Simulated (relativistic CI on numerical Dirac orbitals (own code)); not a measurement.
## Spin-allowed bands of a d3 ion in an octahedral site, by hand

Problem. Take Δ = 13750 cm⁻¹ and B = 550 cm⁻¹ for a d3 ion in an octahedral site. Calculate the three spin-allowed bands.

Working.
1. The terms of highest spin are 4F (energy 0) and 4P (15B = 8250 cm⁻¹). Here the F term splits into A2 at −1.2Δ = -16500, T2 at −0.2Δ = -2750 and T1 at +0.6Δ = 8250 cm⁻¹.
2. The two T1 states mix through the element 0.4Δ: H = [[8250, 5500], [5500, 8250]], with roots ½(H₁₁ + H₂₂) ∓ ½√[(H₂₂ − H₁₁)² + 4H₁₂²] = ½(16500) ∓ ½(11000) = 2750 and 13750 cm⁻¹.
3. The ground term is 4A2 at -16500 cm⁻¹.
4. Bands: 4T2 13750 cm⁻¹ (727 nm), 4T1(F) 19250 cm⁻¹ (519 nm), 4T1(P) 30250 cm⁻¹ (331 nm).

Check. Exact diagonalisation of the whole d3 shell with these parameters gives 4T2 13750, 4T1 19250, 4T1 30250 cm⁻¹. The match is exact, since without spin-orbit coupling no other term has this spin. The ratio of the second band to the first, 1.400, depends on Δ/B = 25.0 alone, which is how a Tanabe-Sugano diagram is read.
